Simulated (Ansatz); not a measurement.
Consider the hydrogen abstraction from the Si–H bond: `O[SiH](F)F` + `[SiH3]`• → `O[Si](F)F`• + SiH₄.

Program: Ansatz. Geometries: PBE0-D4/def2-TZVP. ΔE: electronic, gas phase. CCSD(T)/CBS is the MP2 limit (def2-TZVPP, def2-QZVPP) plus CCSD(T) − MP2 in def2-TZVPP, frozen cores. This one scheme is used for every species. DFT in def2-TZVPP. B3LYP here is the variant with VWN-RPA as its local correlation; programs differ in this. No spin–orbit coupling; open shells (•) take unrestricted orbitals. Each species was taken in one conformer, which may not be the lowest.

```csv
level,ΔE (kJ/mol),difference from CCSD(T)/CBS
r2SCAN-D4,29.5,-6.0
B97M-V,34.6,-0.9
PBE,24.0,-11.5
r2SCAN,29.4,-6.1
B3LYP,29.1,-6.4
r2SCANh,31.1,-4.4
CAM-B3LYP,31.6,-3.9
HF/def2-SVP,47.5,12.0
MP2/def2-SVP,43.2,7.7
CCSD(T)/def2-SVP,44.5,9.0
CCSD(T)/CBS,35.5,0
```

Largest T1 diagnostic among the species: 0.015.

From BLYP to BHLYP (50 % exact exchange), in def2-TZVPP and without D4, ΔE moves by +12.7 kJ/mol. Leaving LDA and LC-ωPBE aside and taking each functional with its dispersion term where it has one, the values, not all of them listed here, spread over 12.1 kJ/mol, from BLYP-D4 to BHLYP-D4.
